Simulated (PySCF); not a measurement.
Precursor series Hf F-H. All species are isolated molecules in the gas phase.

Level of theory: PySCF with PBE-D3(BJ)/def2-TZVP // PBE-D3(BJ)/def2-SVP. 

```csv
species,coordination number,charge on the central atom (Mulliken) (e),mean distance from the central atom to its bonded neighbours (Å),HOMO (eV)
0 of 4 F replaced by H,4,1.54,1.915,-10.09
1 of 4 F replaced by H,4,1.26,1.895,-7.87
2 of 4 F replaced by H ([Hf(F)2(H)2]),4,1.03,1.879,-7.31
3 of 4 F replaced by H ([Hf(F)(H)3]),4,0.84,1.865,-7.19
4 of 4 F replaced by H,4,0.69,1.853,-7.12
```
